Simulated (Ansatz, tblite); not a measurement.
Spin states of the cluster Nb3Te5 (the lowest doublet isomer of a short search), each relaxed with PBE-D4/def2-SVP in Ansatz. Electronic energies in the gas phase.

In the def2 sets Nb, Te take a core potential; there is no spin–orbit coupling. The xTB rows come from tblite. The structure comes from a short search, and lower isomers may exist.

Doublet geometry:

```xyz
8

Nb    0.727    0.681   -2.245
Nb   -1.196    1.105   -0.852
Nb    0.608   -0.517    0.165
Te    1.593   -1.897   -1.935
Te    1.168    2.295   -0.064
Te   -2.001   -1.493   -0.080
Te    0.825   -0.515    2.931
Te   -1.725    0.341    2.080
```

Quartet geometry:

```xyz
8

Nb   -2.052   -1.295   -0.243
Nb   -0.661   -0.060    1.610
Nb    0.462   -0.151   -0.694
Te   -0.374   -2.394   -2.056
Te   -1.951    1.386   -0.420
Te    1.476   -1.715    1.356
Te    1.913    2.140   -1.131
Te    1.187    2.089    1.578
```

⟨S²⟩: doublet 0.79 at PBE0-D4/def2-SVP (pure 0.75), quartet 3.87 at PBE0-D4/def2-SVP (pure 3.75).

Run but left out: HF/def2-SVP, MP2/def2-SVP (doublet: ⟨S²⟩ 3.11, where a pure state has 0.75).

Only these spin states were relaxed. Higher spins weren't run and may lie lower. The quartet has other bonds than the doublet, so the gap mixes isomer and spin.

Task: Estimate which spin state lies lowest at each of these levels, and by how much: GFN1-xTB; GFN2-xTB; PBE-D4/def2-SVP; r2SCAN-D4/def2-SVP; PBE0-D4/def2-SVP.

Result: 
| level | quartet − doublet (kcal/mol) | lowest of these | remarks |
| --- | --- | --- | --- |
| GFN1-xTB | 32.8 | doublet | – |
| GFN2-xTB | -3.7 | quartet | – |
| PBE-D4/def2-SVP | 3.2 | doublet | – |
| r2SCAN-D4/def2-SVP | -0.4 | tie | – |
| PBE0-D4/def2-SVP | 3.2 | doublet | spin-contaminated (⟨S²⟩ 3.87) (quartet) |

Change of the quartet − doublet gap on mixing in exact exchange, in kcal/mol: PBE to PBE0 (25 % exact exchange) 0.0. The xTB methods have no spin-polarisation term.
